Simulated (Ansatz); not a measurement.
Geometry optimisation, Ansatz 0.2.0, RHF/def2-SVP.

Input:

```yaml
crystal:
  periodic: [false, false, false]
  atoms:
    - { symbol: Al, position_ang: [0.076114, 0.702285, -0.224283] }
    - { symbol: O, position_ang: [-0.352125, -0.952694, 2.191861] }
    - { symbol: H, position_ang: [-1.249219, -1.09237, 2.455508] }
    - { symbol: F, position_ang: [1.319549, 0.094595, -1.102558] }
    - { symbol: F, position_ang: [-1.447589, 0.524123, -0.805673] }
    - { symbol: O, position_ang: [0.379478, 1.69872, 1.157088] }
    - { symbol: Al, position_ang: [0.980651, 2.94351, 2.133533] }
    - { symbol: H, position_ang: [1.207528, 2.614746, 3.663231] }
    - { symbol: H, position_ang: [1.20492, 4.375179, 1.509965] }
    - { symbol: H, position_ang: [-0.142807, -0.034894, 2.435626] }
basis:
  gaussian: { orbitals: def2-SVP }
hamiltonian:
  xc: hf
relax:
  f_tol: 0.03
  max_steps: 50
output:
  orbitals: {}
```

Run as:

```bash
$ ansatz run input.yaml --threads 2 --pin off --max-ram 3072MiB --backend cpu --events-out ev --progress --plain --runs-dir out
```

Question: Where does it end, and by what steps?

Answer: The run converged. The force dipped under the threshold on the way, but the program's further checks kept it going. After 13 steps the energy has fallen by 1.051 eV; H3 moved furthest, 0.95 Å. Joined: Al1–O2 (2.96 → 1.96 Å).

```
step  energy less start (eV)  largest force component (eV/Å)  accepted
   0                  0.0000                           1.656       yes
   1                 -0.1818                           1.737       yes
   2                 -0.4347                           1.880       yes
   3                 -0.7827                           1.741       yes
   4                 -0.9268                           1.107       yes
   5                 -0.9965                           0.268       yes
   6                 -1.0264                           0.624       yes
   7                 -1.0384                           0.289       yes
   8                 -1.0297                           0.364        no
   9                 -1.0488                           0.201       yes
  10                 -1.0496                           0.174       yes
  11                 -1.0512                           0.020       yes
  12                 -1.0495                           0.255        no
  13                 -1.0513                           0.026       yes
```

```xyz
10
Properties=species:S:1:pos:R:3
Al 0.008 0.560 0.311
O -0.362 -0.845 1.622
H -1.194 -1.297 1.526
F 1.142 -0.129 -0.680
F -1.535 0.571 -0.311
O 0.489 1.801 1.350
Al 1.049 3.193 2.108
H 1.269 3.141 3.672
H 1.334 4.504 1.281
H -0.225 -0.625 2.536
```

Whether the end is a true minimum wasn't checked by a vibrational analysis.

The run took 22 s on 2 threads of Arm Neoverse V1, on a shared host, peak memory 0.23 GiB.
